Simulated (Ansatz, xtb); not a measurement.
**Two isomers of CH7BO2Si**

Structure X: `CB(O)O[SiH3]`, a singlet. Structure Y: `C[SiH2]OBO`, a singlet. Both are isolated molecules in the gas phase, relaxed with PBE0-D3(BJ)/def2-SVP; the shapes shown needn't be the lowest conformers.

X (Å):

```xyz
12

C    -2.3842   -2.0377   -0.1337
B    -1.7920   -0.5798   -0.0598
O    -2.3536    0.5092   -0.6646
O    -0.6449   -0.3612    0.6465
Si    0.1817    1.0789    0.8769
H    -2.5821   -2.4085    0.8850
H    -3.3108   -2.1308   -0.7196
H    -1.6339   -2.7197   -0.5656
H    -3.1575    0.3026   -1.1481
H    -0.6741    2.0768    1.5823
H     1.3632    0.7533    1.7235
H     0.6446    1.6409   -0.4254
```

Y (Å):

```xyz
12

C     0.4949    0.2238   -0.1155
B    -0.9518   -1.4660    3.2937
O    -0.6373   -0.4431    2.4506
O    -0.0313   -2.3040    3.8306
Si    0.7168    0.2225    1.7327
H    -0.4053    0.7926   -0.3936
H     1.3628    0.6871   -0.6103
H     0.3855   -0.8025   -0.4975
H     0.8914    1.6031    2.2666
H     1.9207   -0.5905    2.1188
H    -2.1085   -1.6515    3.5853
H     0.8735   -2.1052    3.5619
```

Quicker runs give these differences E(Y) − E(X): GFN2-xTB +0.017 eV; HF/STO-3G −0.015 eV (at GFN2-xTB geometries); r2SCAN-D4/def2-SVP +0.048 eV (at GFN2-xTB geometries).

Task: Estimate which is lower in electronic energy at CCSD(T)/def2-SVP + ΔMP2/def2-TZVPP, and by roughly how much.

Result: Too close to call at this level: CCSD(T)/def2-SVP + ΔMP2/def2-TZVPP gives E(Y) − E(X) = +0.066 eV.

Level by level:

| level | geometry | E(Y) − E(X) (eV) | departure from the last row (eV) | job, with rough time for the two |
| --- | --- | --- | --- | --- |
| GFN2-xTB | GFN2-xTB | +0.017 | −0.049 | optimisation, 0.3 s |
| HF/STO-3G | GFN2-xTB | −0.015 | −0.082 | single point, 0.28 s |
| r2SCAN-D4/def2-SVP | GFN2-xTB | +0.048 | −0.018 | single point, 3.9 s |
| PBE0-D3(BJ)/def2-SVP | PBE0-D3(BJ)/def2-SVP | +0.111 | +0.044 | optimisation, 97 s |
| HF/def2-SVP | PBE0-D3(BJ)/def2-SVP | +0.164 | +0.098 | part of the CCSD(T) run |
| MP2/def2-SVP | PBE0-D3(BJ)/def2-SVP | +0.142 | +0.076 | part of the CCSD(T) run |
| CCSD(T)/def2-SVP | PBE0-D3(BJ)/def2-SVP | +0.160 | +0.094 | single point |
| CCSD(T)/def2-SVP + ΔMP2/def2-TZVPP | PBE0-D3(BJ)/def2-SVP | +0.066 |  | single point, 31 s |

As drawn, Y has 1 C–Si, 1 B–H in place of 1 C–B, 1 Si–H.

GFN2-xTB, HF/STO-3G find them nearly level. The largest departure from CCSD(T)/def2-SVP + ΔMP2/def2-TZVPP is that of HF/def2-SVP, 0.098 eV. The last row adds to CCSD(T) the change of the MP2 difference between the two basis sets, here −0.094 eV.

With harmonic frequencies from PBE0-D3(BJ)/def2-SVP (ideal gas, rigid rotor, one conformer each, 298.15 K, 1 atm): on the last row, ΔE + ΔZPE = +0.087 eV. A mode under 50 cm⁻¹ makes harmonic enthalpies and free energies unreliable, so none is given.

The correlated steps freeze 9 core orbitals. Programs: Ansatz 0.2.0, xtb 6.7.1; the last row on 2 threads of Arm Neoverse V1 on a shared host.
